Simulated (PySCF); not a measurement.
**Stretching CeN**

Set-up: basis Ce x2c-SVPall, N x2c-SVPall; spin-free X2C with a Gaussian nucleus; PySCF 2.14. Energies in eV from Ce (4f1 5d1 6s2) + N in their ground configurations at the same level. State: doublet, about 1.4 electrons in the 4f shell (Mulliken), real f orbitals that mix terms.

All columns are MN15. A positive dipole means Ce(−)N(+).

```json
{"R (Å)": "1.507", "E (eV)": "-3.763", "μ (D)": "-5.58", "Mulliken charge on Ce (basis-dependent)": "0.10", "HOMO (eV)": "-2.05", "LUMO (eV)": "-0.39", "Mayer bond order": "3.20", "⟨S²⟩": "0.75"}
{"R (Å)": "1.577", "E (eV)": "-4.859", "μ (D)": "-6.21", "Mulliken charge on Ce (basis-dependent)": "0.12", "HOMO (eV)": "-2.52", "LUMO (eV)": "-0.52", "Mayer bond order": "3.20", "⟨S²⟩": "0.75"}
{"R (Å)": "1.647", "E (eV)": "-5.454", "μ (D)": "-6.80", "Mulliken charge on Ce (basis-dependent)": "0.15", "HOMO (eV)": "-2.98", "LUMO (eV)": "-0.66", "Mayer bond order": "3.20", "⟨S²⟩": "0.75"}
{"R (Å)": "1.699", "E (eV)": "-5.658", "μ (D)": "-7.21", "Mulliken charge on Ce (basis-dependent)": "0.17", "HOMO (eV)": "-3.33", "LUMO (eV)": "-0.77", "Mayer bond order": "3.21", "⟨S²⟩": "0.75"}
{"R (Å)": "1.752", "E (eV)": "-5.704", "μ (D)": "-7.58", "Mulliken charge on Ce (basis-dependent)": "0.19", "HOMO (eV)": "-3.67", "LUMO (eV)": "-0.88", "Mayer bond order": "3.21", "⟨S²⟩": "0.75"}
{"R (Å)": "1.805", "E (eV)": "-5.626", "μ (D)": "-7.90", "Mulliken charge on Ce (basis-dependent)": "0.21", "HOMO (eV)": "-4.00", "LUMO (eV)": "-0.99", "Mayer bond order": "3.21", "⟨S²⟩": "0.75"}
{"R (Å)": "1.875", "E (eV)": "-5.377", "μ (D)": "-8.25", "Mulliken charge on Ce (basis-dependent)": "0.24", "HOMO (eV)": "-4.43", "LUMO (eV)": "-1.13", "Mayer bond order": "3.22", "⟨S²⟩": "0.75"}
{"R (Å)": "1.962", "E (eV)": "-4.900", "μ (D)": "-8.54", "Mulliken charge on Ce (basis-dependent)": "0.27", "HOMO (eV)": "-4.92", "LUMO (eV)": "-1.31", "Mayer bond order": "3.21", "⟨S²⟩": "0.75"}
{"R (Å)": "2.067", "E (eV)": "-4.178", "μ (D)": "-8.70", "Mulliken charge on Ce (basis-dependent)": "0.30", "HOMO (eV)": "-4.85", "LUMO (eV)": "-1.50", "Mayer bond order": "3.20", "⟨S²⟩": "0.75"}
{"R (Å)": "2.208", "E (eV)": "-3.107", "μ (D)": "-8.66", "Mulliken charge on Ce (basis-dependent)": "0.33", "HOMO (eV)": "-4.76", "LUMO (eV)": "-1.74", "Mayer bond order": "3.17", "⟨S²⟩": "0.75"}
```

A fit through these points gives, at Re = 1.743 Å, μ = -7.52 D and dμ/dR = -6.71 D/Å; the reduced mass is 12.73 u.

Problem. How strong is the fundamental in the double-harmonic approximation, I = 42.26·(dμ/dR)²/μred km/mol?

Solution. I = 42.26·(-6.71)²/12.73 = 149 km/mol at MN15.

Spin–orbit coupling is left out, which matters for elements this heavy, above all for dissociation energies. With d or f electrons several states lie close, and the lowest PBE0 determinant need not be the measured ground state.
